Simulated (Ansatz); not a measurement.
`OCC1=CB1` and `CBC1=CB1` differ in one atom or group.

Ansatz, PBE0-D4/def2-TZVP geometries, multiplicity 1. Each molecule was computed in one conformer, which needn't be the lowest.

```csv
property,`OCC1=CB1`
HOMO–LUMO gap (PBE/def2-TZVPP) / eV,4.93
LUMO energy (PBE0/def2-TZVPP) / eV,-0.33
zero-point energy (PBE0-D4/def2-TZVP) / kJ/mol,198.4
size of the dipole moment (ωB97M-V/def2-TZVPP) / D,1.47
HOMO energy (ωB97M-V/def2-TZVPP) / eV,-10.25
LUMO energy (B3LYP/def2-TZVPP) / eV,-0.57
```

(1) Give the same properties after the change, and the shifts. (An estimate is asked.)

Results:

(1) Computed: 
| property | `CBC1=CB1` | shift |
| --- | --- | --- |
| HOMO–LUMO gap (PBE/def2-TZVPP) / eV | 4.68 | -0.25 |
| LUMO energy (PBE0/def2-TZVPP) / eV | -0.81 | -0.48 |
| zero-point energy (PBE0-D4/def2-TZVP) / kJ/mol | 214.8 | 16.4 |
| size of the dipole moment (ωB97M-V/def2-TZVPP) / D | 0.94 | -0.53 |
| HOMO energy (ωB97M-V/def2-TZVPP) / eV | -9.94 | 0.31 |
| LUMO energy (B3LYP/def2-TZVPP) / eV | -1.02 | -0.45 |

With PBE0 the HOMO rises by 0.23 eV and the LUMO falls by 0.48 eV, so the gap narrows by about 0.71 eV. PBE moves the HOMO by -0.10 eV and ωB97M-V by 0.31 eV. The zero-point energy changes by 16.4 kJ/mol with +3 modes. Dipoles are sizes alone; their direction can turn.

B3LYP here is the variant with VWN-RPA as its local correlation; programs differ in this.
